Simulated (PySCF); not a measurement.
## Cost of excited-state runs on SMILES C[C@H]1CC[C@@H]1CBr, C₆H₁₁Br

Geometry:
```
atom   x (Å)   y (Å)   z (Å)
  C1  -1.550  -1.409   0.072
  C2  -0.629  -0.322  -0.450
  C3  -1.084   1.136  -0.252
  C4   0.298   1.483   0.321
  C5   0.633  -0.016   0.391
  C6   1.945  -0.450  -0.215
 Br7   3.453   0.216   0.841
  H8  -1.799  -1.231   1.116
  H9  -2.473  -1.425  -0.503
 H10  -1.077  -2.386  -0.009
 H11  -0.370  -0.528  -1.491
 H12  -1.376   1.671  -1.153
 H13  -1.880   1.223   0.484
 H14   0.929   2.021  -0.385
 H15   0.304   2.015   1.270
 H16   0.547  -0.409   1.407
 H17   2.079  -0.047  -1.219
 H18   2.043  -1.536  -0.236
```

PySCF with density fitting, on 1 thread of an Arm Neoverse V2, shared host. Command: `OMP_NUM_THREADS=1 python excited_run.py task.json out`

Problem. How long does this run take, and how much memory?
- circular dichroism and optical rotation, B3LYP/def2-SVPD; 8 states

Solution. 
```tsv
run	level	basis functions	wall time	peak memory (GiB)
circular dichroism and optical rotation	B3LYP/def2-SVPD	249	120 s	1
```
Times from a shared host are rough.
